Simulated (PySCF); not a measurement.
Continuum solvent and chemical shifts

Geometry (Å), atoms numbered from 1 in this order:
```xyz
17

C     3.0662    0.7583    1.2233
C     1.8943    0.2066    0.8707
C     0.9193    0.8289    0.0007
C    -0.2565    0.2683   -0.3536
C    -1.2544    0.9144   -1.2565
O    -0.5720   -0.9670    0.1121
Si   -1.9952   -1.8467    0.0710
H     3.3643    1.7471    0.8603
H     3.7638    0.2397    1.8847
H     1.6295   -0.7852    1.2516
H     1.1447    1.8193   -0.4032
H    -1.4181    0.3073   -2.1631
H    -0.9179    1.9113   -1.5670
H    -2.2320    1.0249   -0.7553
H    -2.4243   -2.1180   -1.3336
H    -3.0936   -1.1248    0.7815
H    -1.6812   -3.1210    0.7671
```

GIAO PBE0/pcSseg-1 in PySCF on one PBE0-D3(BJ)/def2-SVP conformer, non-relativistic, equivalent nuclei averaged. Solvents enter as an IEF-PCM continuum (tetrahydrofuran with ε = 7.4, water with ε = 78.4) around the gas-phase geometry. Shifts are referred to TMS computed in the same medium.

Gas phase, δ in ppm: C4 154.4, C2 139.1, C1 117.4, C3 116.3, C5 21.4, Si7 -37.8, H10 6.87, H11 5.22, H8 5.10, H9 5.05, H15/H16/H17 5.04, H12/H13/H14 1.98. Dipole moment 2.09 D.

Task: How does each δ change in the continuum?

Result: 
| atoms | environment | Δδ, tetrahydrofuran | Δδ, water |
| --- | --- | --- | --- |
| C4 | alkene carbon bearing oxygen | +5.0 | +6.1 |
| C2 | alkene CH | +1.1 | +1.3 |
| C1 | terminal =CH2 carbon | -0.5 | -0.4 |
| C3 | β carbon of an enol-ether or enamine type C=C | -1.7 | -2.1 |
| C5 | allylic methyl carbon | +0.4 | +0.5 |
| Si7 | silicon bonded to O, 3 H | +1.7 | +2.2 |
| H10 | hydrogen on an alkene CH | +0.01 | 0.00 |
| H11 | hydrogen on a β carbon of an enol-ether or enamine type C=C | +0.13 | +0.18 |
| H8 | hydrogen on a terminal =CH2 carbon | +0.09 | +0.13 |
| H9 | hydrogen on a terminal =CH2 carbon | +0.04 | +0.06 |
| H15/H16/H17 | hydrogen on a silicon bonded to O | -0.01 | -0.01 |
| H12/H13/H14 | hydrogen on an allylic methyl carbon | +0.12 | +0.16 |

Changes are relative to the gas phase. The dipole moment becomes 2.75 D in tetrahydrofuran, 2.91 D in water.

Task: Which of the listed nuclei move most (in ppm), and what does the model miss? (N and O are left out, as their reference compounds move with the solvent too.)

Result: C4 (alkene carbon bearing oxygen, +6.1 ppm) in water. A continuum only polarises the solute; specific hydrogen bonds, the anisotropy of aromatic solvents and changes of geometry or conformer are outside it.
